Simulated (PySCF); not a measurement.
Al(Cl)2(OH) (AlCl2HO), SMILES [OH][Al]([Cl])[Cl]. Atoms are numbered in the order given.

```xyz
5

Al     0.0000     0.0000     0.3688
Cl     0.0000    -1.7884    -0.7021
Cl     0.0000     1.7884    -0.7021
O      0.0000     0.0000     2.0144
H      0.0000     0.0000     2.9611
```

The structure is a stationary point at PBE0-D3(BJ)/def2-SVP. A frequency run showed that this geometry is not a minimum. Other conformers were not sampled.

These are TDDFT-B3LYP/def2-SVPD in PySCF values and carry that method's errors.

Vertical excitations. The molecule is in vacuum. State labels are in the subgroup C2v.

Problem. Estimate the UV-visible absorptions. (The exact figures need the calculation; the answer reports its results.)

Solution. 
```json
[
 {"state": "S1", "symmetry": "B2", "energy (eV)": "6.30", "λ (nm)": "197", "f": "0.001", "main pairs": "HOMO→LUMO 99 %"},
 {"state": "S2", "symmetry": "A2", "energy (eV)": "6.69", "λ (nm)": "185", "f": "0.000", "main pairs": "HOMO−1→LUMO 99 %"},
 {"state": "S3", "symmetry": "B1", "energy (eV)": "6.83", "λ (nm)": "181", "f": "0.007", "main pairs": "HOMO−2→LUMO 98 %"},
 {"state": "S4", "symmetry": "A1", "energy (eV)": "7.02", "λ (nm)": "177", "f": "0.040", "main pairs": "HOMO−3→LUMO 98 %"},
 {"state": "S5", "symmetry": "A2", "energy (eV)": "7.04", "λ (nm)": "176", "f": "0.000", "main pairs": "HOMO→LUMO+1 99 %"},
 {"state": "S6", "symmetry": "B2", "energy (eV)": "7.13", "λ (nm)": "174", "f": "0.078", "main pairs": "HOMO−4→LUMO 94 %"},
 {"state": "S7", "symmetry": "B1", "energy (eV)": "7.65", "λ (nm)": "162", "f": "0.118", "main pairs": "HOMO−5→LUMO 92 %"},
 {"state": "S8", "symmetry": "B1", "energy (eV)": "7.73", "λ (nm)": "160", "f": "0.011", "main pairs": "HOMO−3→LUMO+1 94 %"},
 {"state": "S9", "symmetry": "B2", "energy (eV)": "7.78", "λ (nm)": "159", "f": "0.070", "main pairs": "HOMO−1→LUMO+1 83 %"},
 {"state": "S10", "symmetry": "A2", "energy (eV)": "7.78", "λ (nm)": "159", "f": "0.000", "main pairs": "HOMO−4→LUMO+1 99 %"},
 {"state": "T1", "symmetry": "B2", "energy (eV)": "6.07", "λ (nm)": "204", "f": "0", "main pairs": "HOMO→LUMO 97 %"},
 {"state": "T2", "symmetry": "A2", "energy (eV)": "6.47", "λ (nm)": "192", "f": "0", "main pairs": "HOMO−1→LUMO 97 %"},
 {"state": "T3", "symmetry": "B1", "energy (eV)": "6.58", "λ (nm)": "189", "f": "0", "main pairs": "HOMO−2→LUMO 96 %"},
 {"state": "T4", "symmetry": "B2", "energy (eV)": "6.75", "λ (nm)": "184", "f": "0", "main pairs": "HOMO−4→LUMO 95 %"}
]
```
Triplets are in the Tamm–Dancoff approximation, which puts them higher than full response would, so one can lie above its singlet here.
